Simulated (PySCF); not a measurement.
Ge(H)2(Br)(Me) (CH5BrGe), SMILES [GeH2]([CH3])[Br]. The structure is a stationary point at ωB97X-D3(BJ)/def2-SVP.

Computed with ωB97X-D3(BJ)/def2-SVP in PySCF.

Harmonic wavenumbers (cm⁻¹): 136, 150, 316, 456, 631, 632, 716, 860, 871, 897, 1281, 1440, 1447, 2201, 2202, 3079, 3187, 3199. Rotational constants (GHz): 10.49, 1.884, 1.647; symmetry number 1.

Problem. Work out the zero-point energy and the ideal-gas rigid-rotor harmonic-oscillator thermochemistry at 298.15 K and 1 atm.

Solution. ZPE = ½ Σ hcν = ½ × 23701 cm⁻¹ = 33.88 kcal/mol. H − E(el) = 37.86 kcal/mol. Entropy in cal/(mol K): translation 41.29, rotation 26.69, vibration 9.26, total 77.24. G − E(el) = 14.83 kcal/mol. Cp = 19.44 cal/(mol K). Modes under 150 cm⁻¹ make the vibrational entropy uncertain.
